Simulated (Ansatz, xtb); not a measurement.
CH7BFN: which of two conformers lies lower

We compare a, `C[NH2+][BH2-]F`, a singlet, with b, `C[NH2+][BH2-]F`, a singlet. Both are isolated molecules in the gas phase, relaxed with PBE-D3(BJ)/def2-SVP.

a (Å):

```yaml
atoms:
  - { symbol: C, position_ang: [0.8615, -0.7819, 1.4592] }
  - { symbol: B, position_ang: [-1.2222, -0.3723, 3.0362] }
  - { symbol: F, position_ang: [-2.1835, 0.6432, 3.1344] }
  - { symbol: N, position_ang: [-0.2540, 0.1296, 1.7769] }
  - { symbol: H, position_ang: [1.4879, -0.8953, 2.3631] }
  - { symbol: H, position_ang: [0.4416, -1.7735, 1.2090] }
  - { symbol: H, position_ang: [1.4792, -0.4121, 0.6178] }
  - { symbol: H, position_ang: [0.0951, 1.0697, 2.0195] }
  - { symbol: H, position_ang: [-0.8672, 0.2620, 0.9578] }
  - { symbol: H, position_ang: [-1.6642, -1.4616, 2.6421] }
  - { symbol: H, position_ang: [-0.4384, -0.4319, 3.9950] }
```

b (Å):

| atom | x (Å) | y (Å) | z (Å) |
| --- | --- | --- | --- |
| C | 2.2092 | -1.3132 | 0.0892 |
| B | -0.2030 | -1.8720 | -0.8129 |
| F | 0.2019 | -3.2158 | -0.8627 |
| N | 0.7610 | -1.2057 | 0.3677 |
| H | 2.4365 | -2.3796 | -0.0893 |
| H | 2.8284 | -0.9216 | 0.9201 |
| H | 2.4248 | -0.7559 | -0.8410 |
| H | 0.4736 | -0.2231 | 0.4862 |
| H | 0.5305 | -1.6833 | 1.2526 |
| H | 0.0772 | -1.2147 | -1.8256 |
| H | -1.3465 | -1.7002 | -0.3681 |

Q: Which of the two would you expect CCSD(T)/def2-SVP + ΔMP2/def2-TZVPP electronic energies to favour?

A: Too close to call at this level: CCSD(T)/def2-SVP + ΔMP2/def2-TZVPP gives E(b) − E(a) = −0.65 kJ/mol.

The same difference at several levels:

| level | geometry | E(b) − E(a) (kJ/mol) | departure from the last row (kJ/mol) | job, with rough time for the two |
| --- | --- | --- | --- | --- |
| PBE-D3(BJ)/def2-SVP | PBE-D3(BJ)/def2-SVP | −2.30 | −1.64 | optimisation, 68 s |
| HF/def2-SVP | PBE-D3(BJ)/def2-SVP | −0.81 | −0.16 | part of the CCSD(T) run |
| MP2/def2-SVP | PBE-D3(BJ)/def2-SVP | −1.83 | −1.18 | part of the CCSD(T) run |
| CCSD(T)/def2-SVP | PBE-D3(BJ)/def2-SVP | −1.86 | −1.20 | single point |
| CCSD(T)/def2-SVP + ΔMP2/def2-TZVPP | PBE-D3(BJ)/def2-SVP | −0.65 |  | single point, 65 s |

The largest departure from CCSD(T)/def2-SVP + ΔMP2/def2-TZVPP is that of PBE-D3(BJ)/def2-SVP, 1.64 kJ/mol. Levels run at GFN2-xTB geometries aren't shown. The last row adds to CCSD(T) the change of the MP2 difference between the two basis sets, here +1.20 kJ/mol.

With harmonic frequencies from PBE-D3(BJ)/def2-SVP (ideal gas, rigid rotor, one conformer each, 298.15 K, 1 atm): the zero-point term adds +0.61 kJ/mol; ΔH is −0.44 and ΔG +0.82 kJ/mol.

The correlated steps freeze 4 core orbitals. Mirror images aren't counted in ΔG. Programs: Ansatz 0.2.0; the last row on 1 thread of Intel(R) Xeon(R) Processor @ 2.50GHz (Skylake/Cascade Lake) on a shared host.
